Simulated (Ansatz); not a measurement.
Frontier orbitals of CH4BBr, SMILES `BCBr`.

```tsv
atom	x (Å)	y (Å)	z (Å)
B1	0.8447	-0.1672	-0.0082
C2	-0.6530	0.0150	0.3658
Br3	-0.7194	0.6288	-1.5236
H4	1.6079	0.7284	0.1906
H5	1.2161	-1.2205	-0.4288
H6	-0.9777	0.8553	0.9715
H7	-1.3186	-0.8399	0.4327
```

Charge 0, multiplicity 1. Correlated methods include outer-core shells of Br, which these sets cover unevenly. Scalar relativity is left out up to krypton. The structure was optimised at the PBE0-D4/def2-TZVP level. Basis def2-TZVPP, Ansatz 0.2.0.

```csv
functional,HOMO (eV),LUMO (eV),gap (eV)
PBE,-7.25,-2.03,5.22
PBE0,-8.54,-1.02,7.52
HSE06 (plane-wave form),-8.14,-1.40,6.74
ωB97M-V,-10.79,0.90,11.69
```

A quarter of exact exchange (PBE0) shifts PBE's HOMO by −1.29 eV and its LUMO by +1.02 eV; full exchange at long range (ωB97M-V) shifts them by −3.55 and +2.93 eV. The gap opens from 5.22 to 11.69 eV, since occupied levels lose self-interaction and empty ones feel all the electrons. A positive LUMO is unbound and depends on the basis.
